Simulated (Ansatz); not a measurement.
Geometry optimisation, Ansatz 0.2.0, RKS PBE-D4/def2-SVP.

The input (input.yaml):

```yaml
crystal:
  periodic: [false, false, false]
  atoms:
    - { symbol: O, position_ang: [-2.3187, 0.1832, -1.261] }
    - { symbol: C, position_ang: [-1.2273, 0.5756, -1.0359] }
    - { symbol: S, position_ang: [-0.8782, 2.3155, -0.8354] }
    - { symbol: Si, position_ang: [0.1876, -0.6687, -0.8899] }
    - { symbol: Ge, position_ang: [1.0014, -0.6095, 1.2312] }
    - { symbol: H, position_ang: [-1.0764, 2.2634, 0.564] }
    - { symbol: H, position_ang: [1.197, -0.3855, -1.8621] }
    - { symbol: H, position_ang: [-0.3981, -2.0023, -1.1459] }
    - { symbol: H, position_ang: [-0.1129, -0.8974, 2.32] }
    - { symbol: H, position_ang: [1.5663, 0.8177, 1.5384] }
    - { symbol: H, position_ang: [2.1248, -1.6491, 1.3971] }
basis:
  gaussian: { orbitals: def2-SVP }
hamiltonian:
  xc: pbe
  dispersion: d4
relax:
  f_tol: 0.015
  max_steps: 40
```

Launched with:

```bash
$ ansatz run input.yaml --threads 2 --pin off --max-ram 3072MiB --backend cpu --events-out ev --progress --plain --runs-dir out
```

Question: Where does it end, and by what steps?

Answer: The forces met the threshold. After 24 steps the energy has fallen by 0.757 eV; H6 moved furthest, 1.43 Å.

| step | energy less start (eV) | largest force component (eV/Å) | accepted |
| --- | --- | --- | --- |
| 0 | 0.0000 | 2.801 | yes |
| 1 | -0.3178 | 0.919 | yes |
| 2 | -0.3773 | 0.821 | yes |
| 3 | -0.3948 | 0.598 | yes |
| 4 | -0.4132 | 0.285 | yes |
| 5 | -0.4394 | 0.707 | yes |
| 6 | -0.4732 | 1.166 | yes |
| 7 | -0.5348 | 1.111 | yes |
| 8 | -0.6447 | 0.662 | yes |
| 9 | -0.6767 | 1.355 | yes |
| 10 | -0.7189 | 0.475 | yes |
| 11 | -0.7308 | 0.371 | yes |
| 12 | -0.7408 | 0.256 | yes |
| 13 | -0.7476 | 0.113 | yes |
| 14 | -0.7484 | 0.173 | yes |
| 15 | -0.7502 | 0.175 | yes |
| 16 | -0.7519 | 0.126 | yes |
| 17 | -0.7534 | 0.175 | yes |
| 18 | -0.7544 | 0.157 | yes |
| 19 | -0.7561 | 0.111 | yes |
| 20 | -0.7561 | 0.132 | yes |
| 21 | -0.7565 | 0.087 | yes |
| 22 | -0.7567 | 0.072 | yes |
| 23 | -0.7571 | 0.023 | yes |
| 24 | -0.7572 | 0.006 | yes |

```xyz
11
Properties=species:S:1:pos:R:3
O -2.563 0.053 -1.254
C -1.471 0.482 -0.955
S -1.268 2.241 -0.473
Si 0.134 -0.620 -0.886
Ge 0.922 -0.606 1.376
H 0.081 2.173 -0.278
H 1.173 -0.009 -1.789
H -0.228 -1.995 -1.366
H -0.246 -0.927 2.341
H 1.480 0.800 1.722
H 2.052 -1.648 1.581
```

Whether the end is a true minimum wasn't checked by a vibrational analysis.

Time of the run: 68 s on 2 threads of Arm Neoverse V2, with other jobs on the host, peak memory 0.18 GiB.
